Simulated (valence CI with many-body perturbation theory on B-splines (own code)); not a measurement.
E1 line list for Nd28+

Method: relativistic CI+MBPT: four valence electrons over a frozen Dirac-Fock core [Ar] 3d10, a basis of 11 s, 11 p, 10 d, 8 f, 5 g, 2 h functions for each j, with the one-electron correlation potential Σ1, the two-electron term Σ2, the three-electron term Σ3, Breit, model QED; selected CI, second order for the rest, scaled by the run's own slope (own B-spline code, finite nucleus).

The last digits are not significant, and no measured levels were compared; by estimate large intervals hold to a few tenths of a per cent, small ones and those within an open d or f shell to about a per cent. Among the levels kept, up to 340 cm⁻¹ of a level comes from second order outside the variational space, and about a tenth of that is noise between levels of different J, which matters for small intervals.

Lines 201 to 250 of 556 in falling wavelength, among levels below 356.86 eV, chosen from the strongest by gf and those to the six lowest levels. Wavelengths and rates use the calculated energies. Electric multipoles are in the length gauge, E1 and E2 with the static RPA response of the core. Weak lines are less certain than strong ones. Lines between different terms over intervals too small for the method are left out, as are lines whose strength nearly cancels. Where a level lies close to another of its J and parity, the split of strength between their lines is uncertain. The highest levels of a list are the least certain.

Levels are named by their leading jj configuration (3d3/2^4 stands for four electrons in 3d with j = 3/2), which in mixed levels can hold well under half, so a name can repeat and another be missing. Letters in brackets count levels of one name in rising energy.

```
λ vac (Å)                           Upper                           Lower   A (s⁻¹)  log gf  Branch %
    107.5       (4p1/2^2 4p3/2 4d5/2) J=2           (4p1/2^2 4p3/2^2) J=2  3.13e+10   -0.57      19.0
    107.5      (4s 4p1/2 4d3/2 4d5/2) J=0  (4s 4p1/2 4p3/2 4d3/2) J=1 [d]  9.70e+10   -0.77      23.7
    107.5  (4s 4p1/2 4p3/2 4f5/2) J=1 [a]  (4s 4p1/2 4p3/2 4d3/2) J=1 [c]  4.89e+10   -0.59      17.5
    107.5          (4s^2 4p3/2 4f5/2) J=3          (4s^2 4p3/2 4d5/2) J=3  3.65e+10   -0.35       5.9
    107.4          (4s^2 4d3/2 4d5/2) J=3          (4s^2 4p3/2 4d3/2) J=3  3.69e+10   -0.35       7.2
    107.4  (4s 4p1/2 4d3/2 4d5/2) J=3 [b]  (4s 4p1/2 4p3/2 4d5/2) J=4 [b]  2.05e+10   -0.61       6.2
    107.3          (4s^2 4d3/2 4d5/2) J=1          (4s^2 4p3/2 4d5/2) J=2  4.04e+10   -0.68       5.9
    107.3          (4s 4p1/2 4d5/2^2) J=4      (4s 4p1/2 4p3/2 4d5/2) J=5  1.88e+10   -0.53      10.0
    107.3      (4s 4p1/2 4d3/2 4d5/2) J=1             (4p1/2 4p3/2^3) J=2  5.14e+10   -0.57      20.4
    107.2  (4s 4p1/2 4d3/2 4d5/2) J=3 [d]  (4s 4p1/2 4p3/2 4d3/2) J=3 [b]  4.72e+10   -0.25      20.4
    107.2          (4s^2 4p1/2 4d5/2) J=3          (4s^2 4p1/2 4p3/2) J=2  9.48e+10    0.06      98.9
    107.1          (4s^2 4p3/2 4d3/2) J=1              (4s^2 4p3/2^2) J=2  1.59e+11   -0.09      39.8
    107.0   (4p1/2 4p3/2^2 4d5/2) J=0 [b]             (4p1/2 4p3/2^3) J=1  1.31e+11   -0.65      48.4
    107.0  (4s 4p1/2 4d3/2 4d5/2) J=3 [a]  (4s 4p1/2 4p3/2 4d3/2) J=3 [a]  2.06e+10   -0.61       5.6
    106.8  (4s 4p1/2 4d3/2 4d5/2) J=2 [d]  (4s 4p1/2 4p3/2 4d3/2) J=1 [b]  3.15e+10   -0.57       7.0
    106.7  (4s 4p1/2 4d3/2 4d5/2) J=4 [a]  (4s 4p1/2 4p3/2 4d3/2) J=3 [a]  3.67e+10   -0.25      29.4
    106.7  (4s 4p1/2 4p3/2 4f7/2) J=4 [b]  (4s 4p1/2 4p3/2 4d5/2) J=4 [c]  3.16e+10   -0.31      18.5
    106.6          (4s^2 4d3/2 4d5/2) J=4          (4s^2 4p3/2 4d3/2) J=3  1.12e+10   -0.76       5.6
    106.3  (4s 4p1/2 4d3/2 4d5/2) J=2 [d]  (4s 4p1/2 4p3/2 4d3/2) J=2 [b]  3.10e+10   -0.58       6.9
    106.3  (4s 4p1/2 4p3/2 4f5/2) J=2 [a]  (4s 4p1/2 4p3/2 4d3/2) J=1 [b]  2.85e+10   -0.62       7.8
    106.2      (4s 4p3/2^2 4d5/2) J=3 [a]                (4s 4p3/2^3) J=2  3.08e+10   -0.44      14.7
    106.2          (4s^2 4p1/2 4d3/2) J=1          (4s^2 4p1/2 4p3/2) J=2  1.50e+10   -1.12       2.9
    106.2      (4s^2 4p3/2 4f5/2) J=4 [a]          (4s^2 4p3/2 4d5/2) J=3  5.20e+10   -0.10       8.4
    106.1  (4s 4p1/2 4p3/2 4f5/2) J=3 [a]  (4s 4p1/2 4p3/2 4d3/2) J=2 [b]  1.82e+10   -0.67       4.7
    106.0      (4s 4p3/2^2 4d5/2) J=1 [a]                (4s 4p3/2^3) J=2  1.69e+11   -0.07      50.5
    106.0  (4s 4p1/2 4d3/2 4d5/2) J=3 [c]  (4s 4p1/2 4p3/2 4d5/2) J=3 [a]  1.48e+10   -0.76       3.7
    105.7  (4s 4p1/2 4p3/2 4d3/2) J=1 [e]      (4s 4p1/2 4p3/2^2) J=1 [b]  1.08e+11   -0.27      20.8
    105.7      (4s 4p1/2 4d3/2 4d5/2) J=5  (4s 4p1/2 4p3/2 4d5/2) J=4 [b]  3.09e+10   -0.24      25.8
    105.6          (4s 4p1/2 4d5/2^2) J=3  (4s 4p1/2 4p3/2 4d5/2) J=3 [b]  4.34e+10   -0.29      21.3
    105.6          (4s^2 4d3/2^2) J=0 [b]          (4s^2 4p3/2 4d3/2) J=1  3.79e+11   -0.20      47.8
    105.5  (4s 4p1/2 4d3/2 4d5/2) J=2 [c]  (4s 4p1/2 4p3/2 4d5/2) J=2 [a]  6.94e+10   -0.24      24.6
    105.4          (4s 4p1/2 4d5/2^2) J=2  (4s 4p1/2 4p3/2 4d5/2) J=3 [b]  4.04e+10   -0.47      14.5
    105.4   (4p1/2 4p3/2^2 4d5/2) J=2 [a]             (4p1/2 4p3/2^3) J=2  4.52e+10   -0.42      21.1
    105.3          (4s^2 4d3/2 4d5/2) J=3          (4s^2 4p3/2 4d3/2) J=2  3.91e+10   -0.34       7.6
    105.3  (4s 4p1/2 4d3/2 4d5/2) J=2 [a]  (4s 4p1/2 4p3/2 4d3/2) J=3 [a]  2.36e+10   -0.71      10.9
    105.3          (4s^2 4p1/2 4d5/2) J=2          (4s^2 4p1/2 4p3/2) J=2  7.21e+10   -0.22      26.9
    105.2          (4s 4p1/2 4d5/2^2) J=3  (4s 4p1/2 4p3/2 4d5/2) J=2 [b]  1.59e+10   -0.73       7.8
    105.2  (4s 4p1/2 4p3/2 4d5/2) J=2 [e]      (4s 4p1/2 4p3/2^2) J=1 [b]  1.21e+11    0.00      25.4
    105.2       (4p1/2^2 4p3/2 4d5/2) J=3           (4p1/2^2 4p3/2^2) J=2  7.16e+10   -0.08      45.2
    105.1          (4s 4p1/2 4d5/2^2) J=2  (4s 4p1/2 4p3/2 4d5/2) J=2 [b]  1.12e+11   -0.03      40.2
    104.8      (4s 4p3/2^2 4d5/2) J=2 [a]                (4s 4p3/2^3) J=2  7.55e+10   -0.21      20.6
    104.7  (4s 4p1/2 4p3/2 4d5/2) J=1 [a]          (4s 4p1/2 4p3/2^2) J=0  1.07e+11   -0.28      56.1
    104.6          (4s^2 4d3/2 4d5/2) J=3          (4s^2 4p3/2 4d5/2) J=4  2.66e+10   -0.51       5.2
    104.6              (4s^2 4d5/2^2) J=4          (4s^2 4p3/2 4d3/2) J=3  2.58e+10   -0.42       6.7
    104.5      (4s 4p3/2^2 4d3/2) J=1 [b]                (4s 4p3/2^3) J=2  5.24e+10   -0.59      11.0
    104.5          (4s^2 4p3/2 4f7/2) J=3          (4s^2 4p3/2 4d5/2) J=3  1.11e+11    0.11      19.5
    104.3      (4s 4p1/2 4d3/2^2) J=1 [c]             (4p1/2 4p3/2^3) J=1  3.97e+10   -0.71       8.5
    104.2          (4s 4p1/2^2 4f7/2) J=3          (4s 4p1/2^2 4d5/2) J=2  9.37e+10    0.03      45.5
    104.2   (4p1/2 4p3/2^2 4d5/2) J=3 [b]             (4p1/2 4p3/2^3) J=2  1.10e+11    0.10      47.1
    104.2  (4s 4p1/2 4d3/2 4d5/2) J=2 [a]  (4s 4p1/2 4p3/2 4d3/2) J=2 [a]  7.00e+10   -0.24      32.3
```
